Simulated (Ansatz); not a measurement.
These are frozen-core CCSD(T)/cc-pVTZ // CAM-B3LYP-D3(BJ)/def2-TZVP run with Ansatz (a quantum-chemistry and plane-wave program) values and carry that method's errors.

Ansatz 0.2 input:
```yaml
crystal:
  periodic: [false, false, false]
  atoms:
    - { symbol: C, position_ang: [-1.00457, -0.216542, -0.020389] }
    - { symbol: B, position_ang: [0.327685, 0.532794, 0.189513] }
    - { symbol: C, position_ang: [1.658441, -0.077663, -0.274423] }
    - { symbol: N, position_ang: [2.651282, -0.534445, -0.624715] }
    - { symbol: H, position_ang: [-1.862374, 0.448162, -0.116082] }
    - { symbol: H, position_ang: [-1.164446, -0.776924, 0.914154] }
    - { symbol: H, position_ang: [-0.997681, -0.949902, -0.82483] }
    - { symbol: H, position_ang: [0.391661, 1.57452, 0.756771] }
basis:
  gaussian: { orbitals: cc-pVTZ }
correlation:
  method: ccsd_t
```

Output:

```
Functional definition: HF
1007 factors; integrals over basis functions are off by at most 9.4e-4 eV
mean field evaluation 1: about -4276.0639 eV, gradient 3.4e1 eV
mean field evaluation 2: about -4276.0660 eV, gradient 3.4e1 eV
mean field evaluation 4: about -4278.9527 eV, gradient 5.7e0 eV
mean field evaluation 8: about -4279.0477 eV, gradient 3.1e-1 eV
mean field evaluation 16: about -4278.9512 eV, gradient 5.7e0 eV
mean field -4279.04860242 eV, -157.2521356955 hartree, gradient 4.6e-6 eV, S^2 0.000000; 0 other end points of the search recorded, 0 dependent functions left out
4 core orbitals not correlated
reference -4279.04860242 eV, -157.2521356955 hartree; 10, 10 occupied and 162, 162 virtual orbitals, 1007 factors
second order -16.50890746 eV of doubles, -0.00000000 eV of singles
cycle   1  -16.59783982 eV  change   -8.9e-2 eV  update   1.0e-1
cycle   2  -17.09684908 eV  change   -5.0e-1 eV  update   3.0e-2
cycle   3  -17.19917712 eV  change   -1.0e-1 eV  update   1.4e-2
cycle   4  -17.19628868 eV  change    2.9e-3 eV  update   3.5e-3
cycle   5  -17.19819391 eV  change   -1.9e-3 eV  update   1.5e-3
cycle   6  -17.19845885 eV  change   -2.6e-4 eV  update   4.1e-4
cycle   7  -17.19842719 eV  change    3.2e-5 eV  update   1.3e-4
cycle   8  -17.19846544 eV  change   -3.8e-5 eV  update   5.7e-5
cycle   9  -17.19845233 eV  change    1.3e-5 eV  update   2.5e-5
cycle  10  -17.19843503 eV  change    1.7e-5 eV  update   8.5e-6
perturbative correction -0.79340786 eV, -0.0291572012 hartree
Total energy: -4297.04044532 eV, -157.9133237267 hartree
```

Cost: around 29 core-seconds (rough).
